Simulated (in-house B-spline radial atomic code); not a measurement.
Computed with a B-spline radial atomic code. Model: two electrons, singlet ground state, non-relativistic, full CI in B-splines with partial waves to l = 8 (at full coupling up to 3e-4 hartree above the limit, correlation up to 0.6 % small), density held at that of full coupling by Lieb maximisation.

W(λ) is the mean repulsion in the state of coupling λ less the Hartree energy of the fixed density. Its start is exact exchange, its initial slope is twice the second-order Görling-Levy correlation energy, and its area from 0 to 1 is E_xc. A straight curve means weak, dynamic correlation, and a curve that drops fast and flattens means strong correlation.

Command:
```bash
python run_ac.py task.json out
```
Settings (lengths in bohr, energies in hartree):
```
potential              dot
strength               0.0989
lmax                   8
second                 0.5
```

Run time, properties included: 40 s on 1 thread of Intel(R) Xeon(R) Processor @ 2.30GHz, with other jobs on the host.

**W = mean repulsion less Hartree energy, and W of three functionals.**

Given: confinement charge in harmonic well; well frequency 0.0989 hartree; nuclear charge 0.5; external potential omega^2 r^2/2 - Z/r.

Computed: PBE exchange minus exact 9.2062 millihartree; SCAN exchange minus exact 1.0098 millihartree.

```
coupling  W xc (hartree)  W xc minus exchange (millihartree)  kinetic minus Kohn-Sham (millihartree)  LDA (PW92) W minus its exchange (millihartree)  PBE W minus its exchange (millihartree)  SCAN W minus its exchange (millihartree)
       0        -0.28941                                   0                                       0                                               0                                        0                                         0
    0.02               ?                                   ?                                       ?                                               ?                                        ?                                         ?
    0.05        -0.29387                              -4.463                                    0.11                                          -17.38                                     -5.4                                      -4.4
    0.12        -0.29956                             -10.151                                    0.59                                          -31.07                                   -12.38                                     -9.88
    0.25        -0.30868                             -19.266                                    2.26                                          -48.26                                   -23.44                                    -18.59
     0.4               ?                                   ?                                       ?                                               ?                                        ?                                         ?
     0.6        -0.32663                             -37.225                                    9.66                                          -75.97                                   -44.89                                    -35.98
     0.8        -0.33404                             -44.635                                   14.82                                          -86.42                                   -53.76                                    -43.34
       1        -0.34009                             -50.682                                   20.25                                           -94.8                                   -61.07                                    -49.46
     1.4        -0.34938                             -59.968                                   31.28                                         -107.61                                   -72.55                                    -59.04
       2        -0.35896                             -69.555                                   47.39                                         -121.08                                    -84.9                                    -69.15
       3        -0.36898                             -79.567                                   71.98                                         -135.79                                   -98.63                                    -79.76
     4.5        -0.37771                             -88.302                                  104.13                                          -149.5                                  -111.59                                    -88.75
       7        -0.38572                             -96.306                                   149.1                                         -163.03                                   -124.5                                    -96.31
```

Task: What belongs in the row 0.02?

Result: W xc (hartree): -0.29124; W xc minus exchange (millihartree): -1.828; kinetic minus Kohn-Sham (millihartree): 0.02; LDA (PW92) W minus its exchange (millihartree): -8.98; PBE W minus its exchange (millihartree): -2.18; SCAN W minus its exchange (millihartree): -1.82.

Task: What belongs in the row 0.4?

Result: W xc (hartree): -0.31735; W xc minus exchange (millihartree): -27.936; kinetic minus Kohn-Sham (millihartree): 5.05; LDA (PW92) W minus its exchange (millihartree): -62.24; PBE W minus its exchange (millihartree): -33.83; SCAN W minus its exchange (millihartree): -26.92.

Task: What is the LDA exchange minus exact?

Result: 42.088 millihartree.

**Energy parts, natural occupations and partial-wave weights.**

Computed: total energy 0.1375 hartree; exchange energy -0.28941 hartree; correlation energy -0.030437 hartree; kinetic part of the DFT correlation energy 0.020245 hartree; initial slope twice GL2 -0.092828 hartree; Kohn-Sham kinetic 0.20683 hartree; Lieb Oxford ratio E_xc over LDA exchange 1.2932.

```
natural  occupation of the shell (electrons)
      s                               1.8986
      p                             0.075148
      s                                    ?
      d                            0.0011172
      p                            0.0005285
      s                           0.00011722
```

Task: What belongs in the row s?

Result: occupation of the shell (electrons): 0.024216.

| wave | weight |
| --- | --- |
| s | 0.96147 |
| p | ? |
| d | 0.00059249 |
| f | 6.55e-05 |
| g | 1.3946e-05 |

Task: What belongs in the row p?

Result: weight: 0.037853.

Task: What is the kinetic part over minus potential part?

Result: 0.39946.

Task: What is the Hartree energy?

Result: 0.57882 hartree.

Half-way to full coupling W has made 64 % of its drop, against 50 % for a straight line, and second-order (GL2) theory, half the initial slope, overshoots the correlation energy by about 52 %: a marked bend. Over couplings 0 to 1 the errors in E_xc come to about +8.6 millihartree for LDA, +2.9 millihartree for PBE, +1.9 millihartree for SCAN, so SCAN is nearest. In LDA and PBE the errors of exchange and correlation have opposite signs, so the sum is smaller than the larger of the two.
